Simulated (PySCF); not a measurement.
Problem. What does the PBE0-D3(BJ)/def2-SVP structure of `C[N]=[W-]([Cl])([Cl])([Cl])[Cl]` ([W(NMe)Cl4]-) [radical] look like in three dimensions? (Charge -1 and doublet state.)

Solution. 
```
atom  x, y, z in Å
W1     0.0144    0.0123   -1.2927
N2     0.0035    0.0012    0.4251
C3    -0.0163   -0.0150    1.8301
H4    -1.0431    0.1286    2.2130
H5     0.3594   -0.9779    2.2213
H6     0.6161    0.7900    2.2462
Cl7    2.3215    0.0163   -1.9017
Cl8    0.0160    2.3164   -1.9078
Cl9   -2.2898    0.0141   -1.9075
Cl10   0.0182   -2.2859   -1.9261
```

Orientation and origin are arbitrary. Atoms count from 1 in this order. W1 (tungsten bonded to 4 Cl and N) is square pyramidal (τ5 = (β − α)/60° = 0.01 from the two widest angles, 150.3° and 149.6° (0 for a square pyramid, 1 for a trigonal bipyramid)). All 4 Cl–W bonds measure 2.384 to 2.386 Å.

Bonds between heavy atoms (Å): W1–N2 1.718, W1–Cl7 2.386, W1–Cl8 2.385, W1–Cl9 2.385, W1–Cl10 2.384, N2–C3 1.405.

Computed with PBE0-D3(BJ)/def2-SVP geometry optimisation, gas phase, def2 core potentials past Kr in PySCF.

Point group: near Cs, missed by 0.21 Å at most; the miss may be what the optimiser left on a soft mode. Not checked by PBE0-D3(BJ)/def2-SVP frequencies. ⟨S²⟩ = 0.759 (exact for a doublet: 0.75). The geometry's basis has no diffuse functions, a weakness for an anion.

For an open-shell metal species like this, the optimisation's SCF solution wasn't tested for stability and no frequencies at its level were run, so a lower state or another shape may exist.
